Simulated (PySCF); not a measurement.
# Reading the logs of faulty runs: B2H4NSi

Calculated results; nothing here was measured. They come from PySCF 2.14.0, an open-source quantum chemistry program, on an isolated molecule that a program drew, which may never have been made. The molecule is B2H4NSi (charge 0, doublet), drawn as the SMILES string `B=NB[SiH2]`.

Each row is a Hartree-Fock (HF) and frozen-core CCSD(T) single point in the cc-pV(D+d)Z basis, meant for a local HF minimum. Run 1 is clean. Each other run has one planted mistake out of seven kinds, and not every kind appears here: one electron removed, one electron added, multiplicity raised by two, geometry at a saddle point, minimal basis STO-3G, one bond length entered in bohr, all coordinates scaled. The reference is restricted for singlets and unrestricted otherwise, and also for a bond in bohr. Adding or removing an electron swaps singlet and doublet. Electrons count all cores. HOMO and LUMO are orbital energies over both spins, the gradient is its largest component, and the lowest frequency (negative if imaginary) is given only where the gradient is small. Bond lengths are over the 7 bonds as drawn. T1 is the CCSD diagnostic: over 0.02 (restricted) or 0.045 (unrestricted) a single reference is doubtful.

Geometry of the clean run:
```xyz
8
B2H4NSi, angstrom
B    -3.2485    2.7687    0.7444
N    -2.6467    1.6848    0.6645
B    -1.9520    0.4640    0.5623
Si    0.0426    0.4212    0.2797
H    -3.8188    3.7885    0.8203
H    -2.5443   -0.5730    0.7049
H     0.6382   -0.8193   -0.2711
H     0.7017    1.6145   -0.3035
```

| run | electrons | basis functions | <S^2> | HOMO (eV) | LUMO (eV) | gradient (hartree/bohr) | lowest frequency (cm^-1) | mean bond (Å) | longest bond (Å) | T1 | HF (hartree) | CCSD(T) (hartree) | mistake |
|---|---|---|---|---|---|---|---|---|---|---|---|---|---|
| 1 | 35 | 85 | 0.767 | -8.16 | 0.93 | 2.4e-05 | 134 | 1.4292 | 2.015 | 0.0196 | -395.08031 | -395.54088 | no fault |
| 2 | 34 | 85 | 0.000 | -15.44 | -6.47 | 5.0e-02 | - | 1.4292 | 2.015 | 0.0180 | -394.81171 | -395.25584 | one electron removed |
| 3 | 35 | 85 | 0.767 | -8.12 | 1.00 | 1.5e-01 | - | 1.3120 | 1.850 | 0.0172 | -395.01174 | -395.46053 | all coordinates scaled |
| 4 | 35 | 85 | 1.476 | -9.24 | -0.15 | 2.5e-02 | - | 1.6082 | 2.661 | 0.0744 | -394.86841 | -395.34278 | ? |

**Which mistake was planted in run 4, and what did it cost?**

The mean bond changes by a factor of 1.125 and the longest by 1.321, so the molecule wasn't scaled as a whole. A length L in bohr read as angstrom grows by (1/0.5292 - 1) L = 0.890 L. The 7 bonds together grew by 7 x 0.1790 = 1.253 Å, which gives L = 1.408 Å. That is bond N2-B3, 1.408 Å in the clean geometry. So the mistake is: one bond length entered in bohr. Subtracting run 1 and multiplying by 627.51 kcal/mol a hartree, the energy moved by 133.0 kcal/mol in HF and 124.3 kcal/mol in CCSD(T).

Cautions from the logs. Run 4: T1 is over the limit, so its CCSD(T) energy is less reliable.
